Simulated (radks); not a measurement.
Polarisability of the fluorine ion F5+, [He] 2s2, at imaginary frequency. Method: non-relativistic Kohn-Sham, PBE, spin-polarised, spherical densities, point nucleus; computed with a radial shooting solver on a logarithmic mesh with Libxc functionals. Response by self-consistent Sternheimer equations with the Hartree and adiabatic LDA kernel.

w (hartree)  alpha1(iw) (bohr^3)  alpha2(iw) (bohr^5)
0.00266                   0.7284               0.2093
0.0143                    0.7282               0.2093
0.0360                    0.7270               0.2093
0.0697                    0.7233               0.2092
0.118                     0.7141               0.2091
0.186                     0.6941               0.2088
0.280                     0.6552               0.2081
0.413                     0.5873               0.2067
0.605                     0.4843               0.2039
0.892                     0.3558               0.1978
1.35                      0.2295               0.1850
2.12                      0.1317               0.1580
3.59                     0.06719               0.1087
6.94                     0.02720              0.04734
17.5                    0.006693             0.009353

Static values: alpha1 = 0.7284 bohr^3 (0.1079 angstrom^3; uncoupled 1.347), alpha2 = 0.2093 bohr^5, alpha3 = 0.2198 bohr^7. C6 = 0.3620, C8 = 0.8836, triple-dipole C9 = 0.1889 atomic units. One-pole (London) frequency 4 C6 / (3 alpha1^2) = 0.910 hartree, against 5.292 for minus the highest occupied eigenvalue.
